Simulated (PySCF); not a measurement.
## Ag: electron affinity

Ag⁻ [Kr] 4d10 5s2 (1S) → Ag [Kr] 4d10 5s1 (2S), as a difference of total energies. Computed with PySCF 2.14 in def2-QZVPPD with the def2 core potential (28 electrons) (7s5p4d4f2g, 88 functions), with a scalar-relativistic core potential. Correlated levels: valence: 4s2 4p6 frozen. The calculations carry no spin-orbit coupling.

```tsv
method	electron affinity (eV)
UHF	-0.015
MP2 (valence)	1.051
SCS-MP2 (valence)	1.058
CCSD (valence)	1.044
CCSD(T) (valence)	1.174
```

Errors of the correlated levels include the incompleteness of this basis and the frozen core.

A negative affinity means that the anion lies above the atom at that level of theory.

The coupled-cluster amplitudes are large for Ag⁻ (T1 above 0.03 or a double amplitude above 0.15), so a single reference is strained.

For comparison: 1.304 eV (measured; photodetachment measurements, as compiled on the Wikipedia data page of electron affinities).
